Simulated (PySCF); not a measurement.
A structure optimised at PBE-D3(BJ)/def2-SVP, used in a PySCF frequency run:

```xyz
12

C     -0.7680    -2.4555     0.0000
C      0.1763    -1.5353     0.0000
C      1.1382    -0.6177     0.0000
N      0.9563     0.7706     0.0000
Si    -0.6061     1.5801     0.0000
H     -1.1889    -2.8655    -0.9385
H     -1.1889    -2.8655     0.9385
H      2.1908    -0.9558     0.0000
H      1.8144     1.3204     0.0000
H     -1.4163     1.2276     1.2183
H     -0.2829     3.0471     0.0000
H     -1.4163     1.2276    -1.2183
```
Charge 0, spin multiplicity 1.

Task: Write its SMILES, formula and point group.

Result: C=C=CN[SiH3], C3H7NSi, Cs

Task: What are its rotational constants (standard atomic weights)?

Result: 7.6608, 2.2951, 1.8269 GHz
